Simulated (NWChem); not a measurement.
System: C$_{4}$H$_{6}$Si; SMILES C(#C[SiH3])C=C

The following NWChem deck was run.

```
start job
memory heap 200 mb stack 900 mb global 1100 mb
geometry units angstroms noautoz
  C      0.528851    -3.015446    -0.044825
  C     -0.458552    -2.112001     0.047830
  C     -0.265801    -0.703911     0.030018
  C     -0.129015     0.511270     0.017220
  Si     0.087167     2.326840    -0.003206
  H      1.573886    -2.711005    -0.142684
  H      0.309241    -4.085331    -0.024378
  H     -1.496586    -2.453090     0.145092
  H      0.746874     2.744585    -1.275755
  H      0.939176     2.749089     1.147840
  H     -1.243060     2.995882     0.101179
end
basis spherical
  * library 6-31g*
end
dft
  xc b3lyp
  iterations 150
  mulliken
end
task dft energy
```

NWChem printed, in part:

```
             Northwest Computational Chemistry Package (NWChem) 7.3.0
             --------------------------------------------------------

 C1  symmetry detected

                             Geometry "geometry" -> ""
                             -------------------------

 Output coordinates in angstroms (scale by  1.889725989 to convert to a.u.)

  No.       Tag          Charge          X              Y              Z
 ---- ---------------- ---------- -------------- -------------- --------------
    1 C                    6.0000     0.51762883    -3.01501442    -0.00002915
    2 C                    6.0000    -0.47074402    -2.10788619    -0.00007881
    3 C                    6.0000    -0.27193492    -0.70052605     0.00015081
    4 C                    6.0000    -0.13003175     0.51413544     0.00014940
    5 Si                  14.0000     0.09386583     2.32888505    -0.00004793
    6 H                    1.0000     1.56836097    -2.71448027     0.00018352
    7 H                    1.0000     0.29309041    -4.08407149    -0.00015669
    8 H                    1.0000    -1.51458639    -2.44509422    -0.00023040
    9 H                    1.0000     0.87114882     2.74370015    -1.20539632
   10 H                    1.0000     0.83615253     2.74841731     1.22556359
   11 H                    1.0000    -1.23779673     3.00288508    -0.02044629

 Effective nuclear repulsion energy (a.u.)     170.3269192725

                                 NWChem DFT Module
                                 -----------------

 Summary of "ao basis" -> "ao basis" (spherical)
 ------------------------------------------------------------------------------
       Tag                 Description            Shells   Functions and Types
 ---------------- ------------------------------  ------  ---------------------
 C                           6-31g*                  6       14   3s2p1d
 Si                          6-31g*                  8       18   4s3p1d
 H                           6-31g*                  2        2   2s

            General Information
            -------------------
          SCF calculation type: DFT
          Wavefunction type:  closed shell.
          No. of atoms     :    11
          No. of electrons :    44
           Alpha electrons :    22
            Beta electrons :    22
          Charge           :     0
          Spin multiplicity:     1
          Use of symmetry is: off; symmetry adaption is: off
          Maximum number of iterations: 150
          AO basis - number of functions:    86
                     number of shells:    44
          Convergence on energy requested:  1.00D-06
          Convergence on density requested:  1.00D-05
          Convergence on gradient requested:  5.00D-04

              XC Information
              --------------
                         B3LYP Method XC Potential
                     Hartree-Fock (Exact) Exchange  0.200
                        Slater Exchange Functional  0.800 local
                    Becke 1988 Exchange Functional  0.720 non-local
              Lee-Yang-Parr Correlation Functional  0.810
                  VWN I RPA Correlation Functional  0.190 local

             Grid Information
             ----------------
          Grid used for XC integration:  medium
          Radial quadrature: Mura-Knowles
          Angular quadrature: Lebedev.
          Tag              B.-S. Rad. Rad. Pts. Rad. Cut. Ang. Pts.
          ---              ---------- --------- --------- ---------
          C                   0.70       49          14.0       434
          Si                  1.10       88          13.0       590
          H                   0.35       45          15.0       434
          Grid pruning is: on
          Number of quadrature shells:   554
          Spatial weights used:  Erf1

      Superposition of Atomic Density Guess
      -------------------------------------

 Sum of atomic energies:        -442.44771935

      Non-variational initial energy
      ------------------------------

 Total energy =    -445.007153
 1-e energy   =    -943.283271
 2-e energy   =     327.949199
 HOMO         =      -0.274659
 LUMO         =      -0.033221

     ---------------------------------------------
      Total Density - Mulliken Population Analysis
     ---------------------------------------------

    Atom       Charge   Shell Charges
 -----------   ------   -------------------------------------------------------
    1 C    6     6.40   2.00  0.74  1.91  0.63  1.09  0.03
    2 C    6     6.19   2.00  0.73  1.89  0.47  1.06  0.04
    3 C    6     5.74   2.00  0.74  1.82  0.50  0.63  0.04
    4 C    6     6.57   2.00  0.75  1.94  0.90  0.96  0.03
    5 Si  14    13.62   2.00  2.00  5.97  0.98  1.71  0.31  0.53  0.13
    6 H    1     0.78   0.46  0.32
    7 H    1     0.78   0.46  0.31
    8 H    1     0.76   0.46  0.30
    9 H    1     1.05   0.47  0.59
   10 H    1     1.05   0.47  0.59
   11 H    1     1.05   0.47  0.59

   convergence    iter        energy       DeltaE   RMS-Dens  Diis-err
 ---------------- ----- ----------------- --------- --------- ---------
 d= 0,ls=0.0,diis     1   -445.3895332349 -6.16D+02  1.16D-02  4.04D-01
 d= 0,ls=0.0,diis     2   -445.4200992329 -3.06D-02  6.08D-03  1.69D-01
 d= 0,ls=0.0,diis     3   -445.4131380749  6.96D-03  3.72D-03  2.26D-01
 d= 0,ls=0.0,diis     4   -445.4422714694 -2.91D-02  8.11D-04  8.51D-03
 d= 0,ls=0.0,diis     5   -445.4433977327 -1.13D-03  1.81D-04  2.79D-04
  Resetting Diis
 d= 0,ls=0.0,diis     6   -445.4434327702 -3.50D-05  6.27D-05  1.26D-05
 d= 0,ls=0.0,diis     7   -445.4434342663 -1.50D-06  5.42D-05  5.37D-06
 d= 0,ls=0.0,diis     8   -445.4434320191  2.25D-06  3.56D-05  2.11D-05
 d= 0,ls=0.0,diis     9   -445.4434350450 -3.03D-06  1.59D-06  1.90D-08
 d= 0,ls=0.0,diis    10   -445.4434350461 -1.17D-09  6.93D-07  9.49D-09

         Total DFT energy =     -445.443435046124
      One electron energy =     -947.312195627556
           Coulomb energy =      376.344506195536
    Exchange-Corr. energy =      -44.802664886577
 Nuclear repulsion energy =      170.326919272473

 Numeric. integr. density =       43.999994450663

                       DFT Final Molecular Orbital Analysis
                       ------------------------------------

 Vector   20  Occ=2.000000D+00  E=-3.324224D-01
              MO Center= -1.1D-02, -7.9D-01,  4.5D-03, r^2= 5.2D+00
   Bfn.  Coefficient  Atom+Function         Bfn.  Coefficient  Atom+Function
  ----- ------------  ---------------      ----- ------------  ---------------
    19      0.327964   2 C  pz               33      0.283897   3 C  pz
     5      0.227122   1 C  pz               23      0.203741   2 C  pz
    65     -0.172572   5 Si pz               47      0.156496   4 C  pz
    37      0.151991   3 C  pz                9      0.143616   1 C  pz
    84     -0.143715  10 H  s                82      0.141349   9 H  s

 Vector   21  Occ=2.000000D+00  E=-2.720581D-01
              MO Center= -2.5D-01,  6.3D-02, -2.2D-03, r^2= 2.6D+00
   Bfn.  Coefficient  Atom+Function         Bfn.  Coefficient  Atom+Function
  ----- ------------  ---------------      ----- ------------  ---------------
    45      0.390790   4 C  px               31      0.387018   3 C  px
    49      0.249842   4 C  px               35      0.215382   3 C  px
    86      0.169231  11 H  s                 6     -0.116401   1 C  s
    80      0.110480   8 H  s                85      0.099895  11 H  s
    17     -0.091903   2 C  px               79      0.090067   8 H  s

 Vector   22  Occ=2.000000D+00  E=-2.444939D-01
              MO Center=  3.7D-02, -1.0D+00,  1.3D-03, r^2= 4.1D+00
   Bfn.  Coefficient  Atom+Function         Bfn.  Coefficient  Atom+Function
  ----- ------------  ---------------      ----- ------------  ---------------
    47     -0.344628   4 C  pz                5      0.321569   1 C  pz
    33     -0.260385   3 C  pz                9      0.250302   1 C  pz
    51     -0.234916   4 C  pz               19      0.228011   2 C  pz
    23      0.156283   2 C  pz               37     -0.154583   3 C  pz
    84      0.122915  10 H  s                82     -0.120879   9 H  s

 Vector   23  Occ=0.000000D+00  E=-4.174196D-02
              MO Center=  6.5D-02, -1.3D+00,  2.1D-04, r^2= 4.9D+00
   Bfn.  Coefficient  Atom+Function         Bfn.  Coefficient  Atom+Function
  ----- ------------  ---------------      ----- ------------  ---------------
     9      0.476173   1 C  pz                5      0.375461   1 C  pz
    23     -0.339062   2 C  pz               51      0.298035   4 C  pz
    19     -0.273656   2 C  pz               47      0.271116   4 C  pz
    84     -0.244346  10 H  s                82      0.240309   9 H  s
    69      0.235637   5 Si pz               37     -0.217705   3 C  pz

 Vector   24  Occ=0.000000D+00  E= 7.172200D-03
              MO Center= -1.4D-01,  3.5D-01,  1.3D-03, r^2= 4.8D+00
   Bfn.  Coefficient  Atom+Function         Bfn.  Coefficient  Atom+Function
  ----- ------------  ---------------      ----- ------------  ---------------
    86      0.565255  11 H  s                67      0.554038   5 Si px
     6      0.395421   1 C  s                35     -0.395256   3 C  px
    31     -0.379618   3 C  px               80     -0.358006   8 H  s
    49      0.346254   4 C  px               82     -0.290797   9 H  s
    84     -0.276655  10 H  s                45      0.270928   4 C  px

[...]
```

Level: B3LYP/6-31G* (spherical d). All runs use the structure optimised with PBE0/def2-SVP. B3LYP is NWChem's, with the RPA form of VWN correlation.
